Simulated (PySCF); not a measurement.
# From computed data to an observable: entropy of an ideal gas

HSi, SMILES [SiH] (connectivity only; charge and spin as stated), charge +1, multiplicity 1.

Geometry optimised at PBE-D3(BJ)/def2-TZVPD.

PBE-D3(BJ)/def2-TZVPD (PySCF) gives the harmonic wavenumbers 2046 cm⁻¹ and the rotational temperature 10.6050 K. The molar mass is 29.09 g/mol, the symmetry number 1, the spin multiplicity 1.

**Question.** Work out the entropy at 298.15 K and 1 atm in the rigid-rotor, harmonic-oscillator model.

**Answer.** 
Translation (Sackur–Tetrode at 1 atm): S = R[1.5 ln M + 2.5 ln T − 1.16487] = 150.8 J/(mol K).
Rotation: q = T/(σ θ) = 28.1, S = R[ln q + 1] = 36.1 J/(mol K).
Vibration: with u = 1.4388 ν/T, each mode gives R[u/(e^u − 1) − ln(1 − e^−u)]; all modes are too stiff to count. Sum 0.0 J/(mol K).
Spin: R ln 1 = 0.0 J/(mol K).
Total 186.8 J/(mol K); the program's own thermochemistry gives 186.8. Translation makes up 81 % and vibration 0 %. Anharmonicity, hindered rotation and orbital degeneracy are left out.
